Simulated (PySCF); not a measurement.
C2H5FOSi2, SMILES [Si@@H]1(F)C(=O)C[SiH2]1. The structure is a stationary point at PBE-D3(BJ)/def2-SVP. The structure was generated by enumeration; whether it is a known compound was not checked.

Computed equilibrium geometry at PBE-D3(BJ)/def2-SVP (PySCF confirms it by a frequency run) as Cartesian coordinates in Å:
```xyz
11

O     -1.6925     1.7403    -0.2064
C     -0.8867     0.8412    -0.3226
C      0.1147     0.6565    -1.4742
Si     1.6296     0.0113    -0.4514
Si    -0.1671    -0.4599     1.0076
F     -0.7720    -1.9846     0.8359
H     -0.2192    -0.2298    -2.0648
H      0.1866     1.5317    -2.1509
H      2.5357     1.1235    -0.0035
H      2.4003    -1.0862    -1.1243
H     -0.2584    -0.1050     2.4661
```
